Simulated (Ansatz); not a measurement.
Compare A (`CO[Si](C)(N)O`) with its isomer B (`CN(C)[SiH](O)O`).

Gas-phase electronic energies from Ansatz, PBE0-D4/def2-TZVP geometries. CCSD(T)/CBS is the MP2 limit (def2-TZVPP, def2-QZVPP) plus CCSD(T) − MP2 in def2-TZVPP, frozen cores. DFT in def2-TZVPP. B3LYP here is the variant with VWN-RPA as its local correlation; programs differ in this. One conformer a species, not always the lowest.

Task: Which is lower in electronic energy at CCSD(T)/CBS, and by how much? (An estimate is asked.)

Result: Computed: A, by 60.4 kJ/mol.

Task: Give E(B) − E(A) in kJ/mol with r2SCAN-D4, CCSD(T)/def2-TZVPP, B3LYP-D4, PBE0-D4, B2PLYP, B3LYP, CCSD/def2-TZVPP. (An estimate is asked.)

Result: Computed: r2SCAN-D4 64.4, CCSD(T)/def2-TZVPP 57.9, B3LYP-D4 61.3, PBE0-D4 59.9, B2PLYP 60.4, B3LYP 62.0, CCSD/def2-TZVPP 59.1. None reverses the order clearly.

Largest T1 diagnostic: 0.011.

In def2-TZVPP, CCSD(T) changes the Hartree–Fock value by −7.2 kJ/mol (the triples alone add −1.3 kJ/mol) and MP2 by −8.6 kJ/mol.
